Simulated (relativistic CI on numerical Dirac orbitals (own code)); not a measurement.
**Tc⁵⁺: 4p photoemission**

Computed with this model: Dirac-Coulomb-Breit CI, separate exchange-only KLI orbitals for each configuration, model QED, valence Slater integrals scaled by 0.8, multiplet model of photoemission in the sudden approximation; configurations [Kr] 4d2 → [Ar] 3d10 4s2 4p5 4d2; 80 K; Lorentzian 1.2 eV and Gaussian 0.6 eV FWHM. Energies are those of the free ion, without screening or charge transfer. The energies are binding energies and can lie tens of eV above those of solids. S is read from ⟨S²⟩ = S(S + 1).

Field parameters in Wybourne normalisation: D3d B²₀ = −7Dσ, B⁴₀ = −14Dq − 21Dτ, B⁴₃ = −14√(10/7) Dq; Oh B⁴₀ = 21Dq, B⁴₄ = √(5/14) B⁴₀; Td as Oh with Dq negative (B⁴₀ = 21Dq, B⁴₄ = √(5/14) B⁴₀). The field is a parameter set, without covalency.

free ion: ground-state S = 0.99, centroid 115.94 eV. Peaks (eV, height): 111.8 (52), 113.6 (100), 124.0 (17), 129.4 (18).

D3d, 10Dq = 23650, Dσ = -70, Dτ = 360 cm⁻¹: ground-state S = 1.00, centroid 115.97 eV. Peaks (eV, height): 112.2 (75), 113.8 (100), 117.4 (45), 119.6 (19), 126.6 (10), 130.4 (11).

Td, 10Dq = -8800 cm⁻¹: ground-state S = 1.00, centroid 115.96 eV. Peaks (eV, height): 112.4 (94), 113.8 (100), 116.2 (65), 118.0 (39), 125.2 (13), 126.4 (11), 130.2 (14).

Oh, 10Dq = 31900 cm⁻¹: ground-state S = 1.00, centroid 115.97 eV. Peaks (eV, height): 112.0 (69), 114.0 (100), 117.8 (39), 120.4 (18), 127.4 (8), 130.6 (11).

Strongest unbroadened transitions for free ion:

| Energy (eV) | Relative strength |
| --- | --- |
| 111.60 | 34.1 |
| 111.75 | 42.0 |
| 112.00 | 16.6 |
| 112.41 | 3.1 |
| 113.47 | 26.7 |
| 113.58 | 100.0 |
| 113.71 | 59.7 |
| 114.24 | 28.8 |
| 114.58 | 2.9 |
| 114.88 | 31.9 |
| 115.37 | 20.4 |
| 115.40 | 27.0 |
| 115.98 | 67.9 |
| 117.20 | 16.4 |
| 117.46 | 17.2 |
| 118.34 | 4.7 |
| 124.04 | 37.0 |
| 129.44 | 39.0 |
